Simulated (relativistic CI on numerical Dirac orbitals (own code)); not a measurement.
**Electric-dipole transitions in Tm²¹⁺**

Calculated at this level of theory: Dirac-Coulomb-Breit CI, orbitals from a KLI potential per configuration, QED by a radiative potential, unscaled Slater integrals (own radial code, finite nucleus).

Configuration list (outside the closed core [Ar] 3d10): 4s2 4p6 4d10 4f2, 4s2 4p6 4d10 4f 5s, 4s2 4p6 4d10 5s2, 4s2 4p6 4d10 4f 5p, 4s2 4p6 4d9 4f3, 4s2 4p6 4d10 5s 5p, 4s2 4p6 4d10 4f 5d, 4s2 4p5 4d10 4f3, 4s2 4p6 4d10 5p 5d, 4s2 4p6 4d9 4f2 5s, 4s2 4p6 4d10 4f 5f, 4s2 4p6 4d10 4f 6s, 4s 4p6 4d10 4f3, 4s2 4p6 4d10 4f 6p, 4s2 4p6 4d9 4f2 5p, 4s2 4p6 4d10 4f 5g, 4s2 4p6 4d10 4f 6d, 4s2 4p6 4d10 4f 7s, 4s2 4p6 4d10 4f 6g, 4s2 4p5 4d10 4f2 5s, 4s2 4p6 4d9 4f2 5f, 4s 4p6 4d10 4f 5s2, 4s2 4p6 4d9 4f2 6p, 4s 4p6 4d10 4f 5p2, 4s 4p6 4d10 4f 5s 5d, 4s2 4p6 4d10 5p2, 4s2 4p6 4d9 5s 5p2, 4s2 4p6 4d10 5s 5d, 4s2 4p6 4d9 5s2 5d, 4s2 4p6 4d10 5d2, 4s2 4p6 4d9 5s 5d2. Double excitations out of closed p, d and f shells are left out; levels of such configurations are missing from the list, as are those of other unlisted configurations, and high levels can miss mixing partners.

| λ vac (Å) | Lower | Upper | A (s⁻¹) | gf | Branching (%) |
| --- | --- | --- | --- | --- | --- |
| 60.718 | 4s2 4p6 4d10 4f2 3H_4 [1] | 4s2 4p6 4d9 4f3 3I°_5 [400] | 2.05e+12 | 1.24e+01 | 98.5 |
| 62.058 | 4s2 4p6 4d10 4f2 3H_4 [1] | 4s2 4p6 4d9 4f3 3I°_5 [391] | 5.31e+10 | 3.37e-01 | 88.0 |
| 71.042 | 4s2 4p6 4d10 4f2 3H_5 [2] | 4s2 4p6 4d10 4f 5d 3G°_4 [115] | 8.06e+10 | 5.49e-01 | 53.0 |
| 71.112 | 4s2 4p6 4d10 4f2 3H_5 [2] | 4s2 4p6 4d10 4f 5d 3H°_5 [110] | 4.19e+10 | 3.50e-01 | 22.7 |
| 71.134 | 4s2 4p6 4d10 4f2 3H_6 [6] | 4s2 4p6 4d10 4f 5d 3G°_5 [139] | 1.30e+11 | 1.08e+00 | 66.3 |
| 71.238 | 4s2 4p6 4d10 4f2 3H_5 [2] | 4s2 4p6 4d10 4f 5d 3G°_4 [107] | 7.29e+10 | 4.99e-01 | 66.3 |
| 71.460 | 4s2 4p6 4d10 4f2 1G_4 [5] | 4s2 4p6 4d9 4f3 3G°_3 [122] | 9.14e+10 | 4.90e-01 | 61.6 |
| 71.544 | 4s2 4p6 4d10 4f2 3H_4 [1] | 4s2 4p6 4d9 4f3 5G°_3 [76] | 8.22e+10 | 4.42e-01 | 73.2 |
| 71.649 | 4s2 4p6 4d10 4f2 3H_5 [2] | 4s2 4p6 4d10 4f 5d 3G°_4 [95] | 8.74e+10 | 6.05e-01 | 41.6 |
| 71.702 | 4s2 4p6 4d10 4f2 3H_4 [1] | 4s2 4p6 4d10 4f 5d 3G°_3 [70] | 1.79e+11 | 9.63e-01 | 63.5 |
| 71.844 | 4s2 4p6 4d10 4f2 3F_4 [7] | 4s2 4p6 4d10 4f 5d 3F°_4 [143] | 1.07e+11 | 7.45e-01 | 58.4 |
| 72.027 | 4s2 4p6 4d10 4f2 3F_3 [4] | 4s2 4p6 4d10 4f 5d 3F°_3 [101] | 1.15e+11 | 6.24e-01 | 49.8 |
| 72.213 | 4s2 4p6 4d10 4f2 1I_6 [10] | 4s2 4p6 4d10 4f 5d 1H°_5 [177] | 1.33e+11 | 1.14e+00 | 68.7 |
| 72.256 | 4s2 4p6 4d10 4f2 1I_6 [10] | 4s2 4p6 4d10 4f 5d 1H°_5 [175] | 1.69e+11 | 1.46e+00 | 73.4 |
| 72.520 | 4s2 4p6 4d10 4f2 3F_2 [3] | 4s2 4p6 4d10 4f 5d 3F°_2 [69] | 1.06e+11 | 4.16e-01 | 52.0 |
| 167.24 | 4s2 4p6 4d10 4f 5p 3F_2 [19] | 4s2 4p6 4d10 4f 5d 3D°_1 [98] | 8.62e+10 | 1.08e+00 | 27.1 |
| 167.65 | 4s2 4p6 4d10 4f 5p 3D_3 [20] | 4s2 4p6 4d10 4f 5d 3D°_2 [121] | 7.66e+10 | 1.61e+00 | 30.7 |
| 169.94 | 4s2 4p6 4d10 4f 5p 3G_4 [21] | 4s2 4p6 4d10 4f 5d 3H°_5 [110] | 6.74e+10 | 3.21e+00 | 36.4 |
| 170.32 | 4s2 4p6 4d10 4f 5p 3G_3 [18] | 4s2 4p6 4d10 4f 5d 3H°_4 [74] | 7.75e+10 | 3.04e+00 | 50.1 |
| 170.79 | 4s2 4p6 4d10 4f 5p 3D_3 [20] | 4s2 4p6 4d10 4f 5d 3F°_3 [101] | 5.17e+10 | 1.58e+00 | 22.4 |
| 171.03 | 4s2 4p6 4d10 4f 5p 3G_3 [18] | 4s2 4p6 4d10 4f 5d 3G°_3 [70] | 3.90e+10 | 1.20e+00 | 13.9 |
| 171.97 | 4s2 4p6 4d10 4f 5p 3D_3 [20] | 4s2 4p6 4d10 4f 5d 3G°_4 [95] | 2.76e+10 | 1.10e+00 | 13.1 |
| 172.48 | 4s2 4p6 4d10 4f 5p 3F_2 [19] | 4s2 4p6 4d10 4f 5d 3G°_3 [70] | 3.50e+10 | 1.09e+00 | 12.4 |
| 172.61 | 4s2 4p6 4d10 4f 5p 3F_2 [19] | 4s2 4p6 4d10 4f 5d 3F°_2 [69] | 5.76e+10 | 1.29e+00 | 28.4 |
| 173.05 | 4s2 4p6 4d10 4f 5p 3G_4 [21] | 4s2 4p6 4d10 4f 5d 3G°_4 [95] | 3.47e+10 | 1.40e+00 | 16.5 |
| 204.81 | 4s2 4p6 4d10 4f 5p 1G_4 [27] | 4s2 4p6 4d10 4f 5d 1H°_5 [177] | 3.14e+10 | 2.17e+00 | 16.2 |
| 205.16 | 4s2 4p6 4d10 4f 5p 1G_4 [27] | 4s2 4p6 4d10 4f 5d 1H°_5 [175] | 3.65e+10 | 2.54e+00 | 15.8 |
| 206.17 | 4s2 4p6 4d10 4f 5p 3F_3 [22] | 4s2 4p6 4d10 4f 5d 3G°_4 [115] | 3.33e+10 | 1.91e+00 | 21.9 |
| 206.35 | 4s2 4p6 4d10 4f 5p 3G_4 [24] | 4s2 4p6 4d10 4f 5d 3G°_5 [139] | 3.93e+10 | 2.76e+00 | 20.1 |
| 207.83 | 4s2 4p6 4d10 4f 5p 3F_3 [22] | 4s2 4p6 4d10 4f 5d 3G°_4 [107] | 2.14e+10 | 1.25e+00 | 19.5 |
| 208.11 | 4s2 4p6 4d10 4f 5p 3G_5 [28] | 4s2 4p6 4d10 4f 5d 3H°_6 [163] | 2.44e+10 | 2.06e+00 | 49.7 |
| 208.29 | 4s2 4p6 4d10 4f 5p 3D_2 [23] | 4s2 4p6 4d10 4f 5d 3D°_2 [127] | 3.68e+10 | 1.20e+00 | 15.7 |
| 208.48 | 4s2 4p6 4d10 4f 5p 3G_5 [28] | 4s2 4p6 4d10 4f 5d 3H°_6 [162] | 1.80e+10 | 1.53e+00 | 50.6 |
| 209.49 | 4s2 4p6 4d10 4f 5p 3G_5 [28] | 4s2 4p6 4d9 4f3 3H°_6 [159] | 2.15e+10 | 1.84e+00 | 64.5 |
| 210.77 | 4s2 4p6 4d10 4f 5p 3D_3 [26] | 4s2 4p6 4d10 4f 5d 3F°_4 [143] | 2.64e+10 | 1.58e+00 | 14.4 |
| 220.81 | 4s2 4p6 4d10 5s2 1S_0 [30] | 4s2 4p6 4d10 5s 5p 1P°_1 [350] | 8.05e+10 | 1.77e+00 | 98.1 |
| 227.31 | 4s2 4p6 4d10 4f 5s 3F°_2 [14] | 4s2 4p6 4d10 4f 5p 3D_1 [25] | 3.66e+10 | 8.50e-01 | 100.0 |
| 227.84 | 4s2 4p6 4d10 4f 5s 1F°_3 [17] | 4s2 4p6 4d10 4f 5p 1D_2 [29] | 3.48e+10 | 1.35e+00 | 95.5 |
| 231.91 | 4s2 4p6 4d10 4f 5s 3F°_4 [16] | 4s2 4p6 4d10 4f 5p 3G_5 [28] | 3.50e+10 | 3.11e+00 | 100.0 |
| 232.64 | 4s2 4p6 4d10 4f 5s 3F°_2 [14] | 4s2 4p6 4d10 4f 5p 3D_2 [23] | 2.38e+10 | 9.64e-01 | 69.7 |
| 233.35 | 4s2 4p6 4d10 4f 5s 3F°_3 [15] | 4s2 4p6 4d10 4f 5p 3G_4 [24] | 2.62e+10 | 1.93e+00 | 78.2 |
| 235.98 | 4s2 4p6 4d10 4f 5s 1F°_3 [17] | 4s2 4p6 4d10 4f 5p 1G_4 [27] | 1.63e+10 | 1.22e+00 | 46.6 |
| 237.78 | 4s2 4p6 4d10 4f 5s 1F°_3 [17] | 4s2 4p6 4d10 4f 5p 3D_3 [26] | 1.94e+10 | 1.15e+00 | 58.1 |
| 238.26 | 4s2 4p6 4d10 4f 5s 3F°_2 [14] | 4s2 4p6 4d10 4f 5p 3F_3 [22] | 1.59e+10 | 9.46e-01 | 49.7 |
| 239.82 | 4s2 4p6 4d10 4f 5s 3F°_3 [15] | 4s2 4p6 4d10 4f 5p 3F_3 [22] | 1.40e+10 | 8.45e-01 | 43.8 |

Terms are leading LS components. Brackets give the number of a level in order of energy, since labels repeat. The list gives strong lines, with weight on those to low levels, without lines whose two gauges differ by over a factor of 2.5, among the lowest 400 of 4160 levels, so that lines to higher ones, which can be the strongest, are missing. Levels whose partners in the same complex of configurations lie outside the list can be far off, and so can their lines. Rates are taken at the computed energies, electric ones in the length gauge.

At this charge transitions that keep the count of f electrons are usually good to a few per cent. Terms inside the open d or f shell come out 10 to 20 % too wide with unscaled integrals. Levels that differ in their count of f electrons can be misplaced by several ten thousand cm⁻¹, since the correlation energy of f electrons is missing or only estimated; rates across such gaps can be off by orders of magnitude.

LS names give the leading component of a level, which can be under half, so a name can repeat, a term be missing and a line seem to break the LS rules.
